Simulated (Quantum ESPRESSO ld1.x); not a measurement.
Ca IV, configuration [Ne] 3s2 3p4.5 3d0.5 (fractional occupations, a model configuration). All-electron calculation, Dirac Kohn-Sham, PBE, spin-unpolarised, spherical densities, point nucleus; open shells fill j = l - 1/2 first. Program: ld1.x of Quantum ESPRESSO 7.5.

Normalised radial functions P(r) = r R(r) (large component), r in bohr:

| r | 3s1/2 |
|---|---|
| 0.002829 | 0.0518 |
| 0.004088 | 0.0726 |
| 0.005859 | 0.1000 |
| 0.008398 | 0.1354 |
| 0.01213 | 0.1800 |
| 0.01739 | 0.2292 |
| 0.02513 | 0.2769 |
| 0.03602 | 0.3035 |
| 0.05204 | 0.2807 |
| 0.07459 | 0.1735 |
| 0.1069 | -0.0389 |
| 0.1545 | -0.3261 |
| 0.2214 | -0.5341 |
| 0.3199 | -0.4488 |
| 0.4585 | 0.0359 |
| 0.6625 | 0.7089 |
| 0.9496 | 1.0546 |
| 1.361 | 0.8336 |
| 1.967 | 0.3577 |
| 2.819 | 0.0778 |
| 4.073 | 0.0062 |

3s1/2: eigenvalue -79.965 eV, 2 radial nodes at r = 0.101, 0.449 bohr, <r> = 1.12 bohr, 90 % of the charge inside 1.67 bohr.
